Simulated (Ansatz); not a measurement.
`BCBCC` + `N=C([SiH3])S` → `BSC(=N)[SiH3]` + `CBCC`  (ligand exchange at a B–C bond)

Isolated molecules relaxed with PBE0-D4/def2-TZVP in Ansatz; ΔE leaves out vibrations. CBS: MP2 limit from def2 TZ/QZ plus the TZ coupled-cluster correction, frozen cores. Functionals use def2-TZVPP. B3LYP here is the variant with VWN-RPA as its local correlation; programs differ in this. One conformer a species, not always the lowest.

| level | ΔE (kJ/mol) | difference from CCSD(T)/CBS |
| --- | --- | --- |
| PBE-D4 | -82.7 | -2.0 |
| r2SCAN-D4 | -81.3 | -0.6 |
| PBE0-D4 | -81.5 | -0.8 |
| B3LYP-D4 | -81.2 | -0.5 |
| ωB97X-V | -78.4 | 2.3 |
| ωB97M-V | -79.0 | 1.7 |
| B2PLYP | -79.7 | 1.0 |
| PBE | -80.2 | 0.5 |
| r2SCAN | -80.8 | -0.1 |
| PBE0 | -79.3 | 1.4 |
| B3LYP | -77.1 | 3.6 |
| HF/def2-TZVPP | -71.3 | 9.4 |
| MP2/def2-TZVPP | -82.4 | -1.7 |
| SCS-MP2/def2-TZVPP | -79.6 | 1.1 |
| CCSD/def2-TZVPP | -78.3 | 2.4 |
| CCSD(T)/def2-TZVPP | -81.2 | -0.5 |
| HF/def2-QZVPP | -70.2 | 10.5 |
| MP2/def2-QZVPP | -81.7 | -1.0 |
| SCS-MP2/def2-QZVPP | -79.0 | 1.7 |
| HF/CBS(def2) | -70.1 | 10.6 |
| MP2/CBS(def2) | -81.8 | -1.1 |
| CCSD/CBS(def2) | -77.7 | 3.0 |
| CCSD(T)/CBS | -80.7 | 0 |

Largest T1 diagnostic among the species: 0.015.

In def2-TZVPP, CCSD(T) changes the Hartree–Fock value by −10.0 kJ/mol (the triples alone add −2.9 kJ/mol) and MP2 by −11.1 kJ/mol. The D4 term adds −4.1 kJ/mol with B3LYP and −2.2 kJ/mol with PBE0; it sums over pairs of atoms, weighted by their polarisabilities, and B3LYP, whose exchange is more repulsive, gets the larger term.
